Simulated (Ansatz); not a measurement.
Two isomers of C3H6F2Si: A = `FC1(F)CC[SiH2]1`, B = `C[SiH2]/C(F)=C\F`.

Computed with Ansatz on PBE0-D4/def2-TZVP structures; ΔE is electronic, products minus reactants. CBS: MP2 limit from def2 TZ/QZ plus the TZ coupled-cluster correction, frozen cores. DFT in def2-TZVPP. B3LYP here is the variant with VWN-RPA as its local correlation; programs differ in this. One conformer a species, not always the lowest.

Q: Which isomer does CCSD(T)/CBS put lower? Give the gap. (Estimate.)

A: Computed: A, by 17.2 kJ/mol.

Q: Give E(B) − E(A) in kJ/mol with ωB97M-V, HF/def2-TZVPP, CCSD(T)/def2-TZVPP, PBE-D4, MP2/def2-TZVPP, B2PLYP, B3LYP-D4. (An estimate is asked.)

A: Ansatz gave: ωB97M-V 19.4, HF/def2-TZVPP -0.8, CCSD(T)/def2-TZVPP 15.5, PBE-D4 17.4, MP2/def2-TZVPP 23.2, B2PLYP 6.4, B3LYP-D4 1.7. The order is the other way round with HF/def2-TZVPP.

Largest T1 diagnostic: 0.012.

From PBE to PBE0 (25 % exact exchange), in def2-TZVPP and without D4, E(B) − E(A) moves by +9.5 kJ/mol. The D4 term adds +4.0 kJ/mol with B3LYP and +1.8 kJ/mol with PBE0; it sums over pairs of atoms, weighted by their polarisabilities, and B3LYP, whose exchange is more repulsive, gets the larger term.
